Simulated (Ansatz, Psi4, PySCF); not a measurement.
ISn (SMILES [Sn][I]), doublet, at a GFN2-xTB geometry (such geometries of metal compounds can be far from the true shape) (the spin is typed, not shown lowest) (core potentials on I, Sn). Base run: PySCF with PBE/def2-SVPD.

Here is a job for PySCF.
```python
from pyscf import gto, scf, dft

mol = gto.Mole()
mol.atom = '''
    Sn   -0.000000   -0.000000   -1.394425
    I     0.000000    0.000000    1.315496
'''
mol.basis = 'def2-svpd'
mol.ecp = {'I': 'def2-svpd', 'Sn': 'def2-svpd'}
mol.charge = 0
mol.spin = 1
mol.verbose = 4
mol.build()

mf = dft.UKS(mol)
mf.xc = 'pbe'
mf.kernel()
```

The same geometry, method and basis name were run in Ansatz (a program for electronic structure) and Psi4 and PySCF, at each program's defaults and at the settings that a row names. The base is PySCF at its defaults. Differences at the defaults can come from grids, fitting, cores and function types together.

| code and settings | ΔE vs base (µEh) | basis functions | E (Eh) | SCF cycles | dipole (D) |
|---|---|---|---|---|---|
| PySCF, defaults (exact integrals, its default grid, spherical functions) | 0.0 | 67 | -512.01915 | 12 | 1.91 |
| Psi4, defaults (density fitting with its default set, its default grid, spherical functions) | -41.9 | 67 | -512.01919 | 11 | 1.91 |
| Ansatz, defaults (factorised integrals, its default grid, spherical functions) | -5.7 | 67 | -512.01915 | - | - |
| PySCF, density fitting with def2-universal-jkfit | -17.9 | 67 | -512.01916 | 12 | 1.91 |
| PySCF, fine grid | -3.4 | 67 | -512.01915 | 12 | 1.91 |
| Psi4, exact integrals, spherical functions, fine grid | -5.0 | 67 | -512.01915 | 12 | 1.91 |
| Ansatz, high accuracy | -5.7 | 67 | -512.01915 | - | - |

Open shells are given as the SCF converged; they aren't shown to be the lowest states, and a large step between rows can be another state.
